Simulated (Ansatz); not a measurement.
Ansatz (a first-principles code) input (B3LYP-D3(BJ)/def2-TZVP):

Ansatz 0.2 input:
```yaml
crystal:
  periodic: [false, false, false]
  atoms:
    - {symbol: Mo, position_ang: [0.22819220, 0.27502211, 0.38028537]}
    - {symbol: O, position_ang: [1.48150544, -0.44859363, -0.39595874]}
    - {symbol: O, position_ang: [-0.65919389, -0.80641786, 1.24068104]}
    - {symbol: Cl, position_ang: [-1.07748240, 0.91582155, -1.18694643]}
basis:
  gaussian:
    orbitals: def2-TZVP
hamiltonian:
  xc: b3lyp
  dispersion: d3bj
total_charge: 1
relax: {f_tol: 0.002, max_steps: 150}
```

End of the output:

```
relax step   4: F+E_penalty+E_count = -18469.63564074 eV  Δ(F+E_penalty+E_count) = -2.471e-3 eV  max|allowed force component| = 1.885e-1 eV/Å  Δτ_max = 0.0053 Å  (40 SCF iters, accepted)
these checks for a lower state are left out or cut short: starts, cluster_reference, orbital_swaps, neighbouring_geometries, increment
integrals: 0.06 GiB planned
936 factors; their error is unknown
mean field: 0.52 GiB planned
mean field -18469.42509794 eV, -678.7388533234 hartree, gradient 1.2e-5 eV, S^2 0.000000; 0 other end points of the search recorded, 0 dependent functions left out
the calculation of the forces begins
reference -18469.42533521 eV, -678.7388620428 hartree; 23, 23 occupied and 116, 116 virtual orbitals, 936 factors
relax step   5: F+E_penalty+E_count = -18469.63699070 eV  Δ(F+E_penalty+E_count) = -1.350e-3 eV  max|allowed force component| = 3.573e-3 eV/Å  Δτ_max = 0.0082 Å  (40 SCF iters, accepted)
these checks for a lower state are left out or cut short: starts, cluster_reference, orbital_swaps, neighbouring_geometries, increment
integrals: 0.06 GiB planned
936 factors; their error is unknown
mean field: 0.51 GiB planned
mean field -18469.42509778 eV, -678.7388533175 hartree, gradient 1.2e-5 eV, S^2 0.000000; 0 other end points of the search recorded, 0 dependent functions left out
the calculation of the forces begins
reference -18469.42533504 eV, -678.7388620368 hartree; 23, 23 occupied and 116, 116 virtual orbitals, 936 factors
relax step   6: F+E_penalty+E_count = -18469.63699202 eV  Δ(F+E_penalty+E_count) = -1.321e-6 eV  max|allowed force component| = 9.697e-4 eV/Å  Δτ_max = 0.0002 Å  (42 SCF iters, accepted)
integrals: 0.06 GiB planned
936 factors; their error is unknown
mean field: 0.51 GiB planned
mean field evaluation 64: about -18469.4251 eV, gradient 1.2e-5 eV
mean field -18469.42509778 eV, -678.7388533175 hartree, gradient 1.2e-5 eV, S^2 0.000000; 1 other end points of the search recorded, 0 dependent functions left out
the calculation of the forces begins
reference -18469.42533504 eV, -678.7388620368 hartree; 23, 23 occupied and 116, 116 virtual orbitals, 936 factors
Total energy: -18469.63722929 eV, -678.7466490065 hartree
Atom 0 at     0.209106     0.300971     0.361130 Å, force    -0.000191     0.000970    -0.000038 eV/Å
Atom 1 at     1.482415    -0.500226    -0.329670 Å, force     0.000436    -0.000351    -0.000334 eV/Å
Atom 2 at    -0.585763    -0.845992     1.251690 Å, force    -0.000349    -0.000481     0.000266 eV/Å
Atom 3 at    -1.132736     0.981079    -1.245089 Å, force     0.000103    -0.000138     0.000106 eV/Å
Dipole moment:     0.198476     0.726070     0.418332 e Å
```
